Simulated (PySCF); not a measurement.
Ionisation energy of W⁺ by level of theory

W⁺ [Xe] 4f14 5d4 6s1 (6D) → W²⁺ [Xe] 4f14 5d4 (5D), as a difference of total energies. Computed with PySCF 2.14 in aug-cc-pVDZ-PP with ECP60MDF, with a scalar-relativistic core potential. Correlated levels: valence: 5s2 5p6 frozen. The calculations carry no spin-orbit coupling.

```json
{"method": "UHF", "ionisation energy (eV)": "14.979"}
{"method": "LDA", "ionisation energy (eV)": "16.559"}
{"method": "PBE", "ionisation energy (eV)": "16.281"}
{"method": "PBE0", "ionisation energy (eV)": "16.044"}
{"method": "M06-2X", "ionisation energy (eV)": "16.029"}
{"method": "PBEsol", "ionisation energy (eV)": "16.345"}
{"method": "wB97X-V", "ionisation energy (eV)": "15.563"}
{"method": "TPSS", "ionisation energy (eV)": "16.069"}
{"method": "SCS-MP2 (valence)", "ionisation energy (eV)": "15.127"}
```

Estimate what MP2 (valence) gives.

15.422 eV, closest to wB97X-V among the rows shown.

Estimate what r2SCAN gives.

16.321 eV, closest to PBEsol among the rows shown.

The reference lies between the lowest fine-structure levels, while these numbers refer to the centres of the terms.

Errors of the correlated levels include the incompleteness of this basis and the frozen core.

For comparison: 16.37 ± 0.15 eV (semi-empirical (NIST evaluation); NIST Atomic Spectra Database, ionization energies).
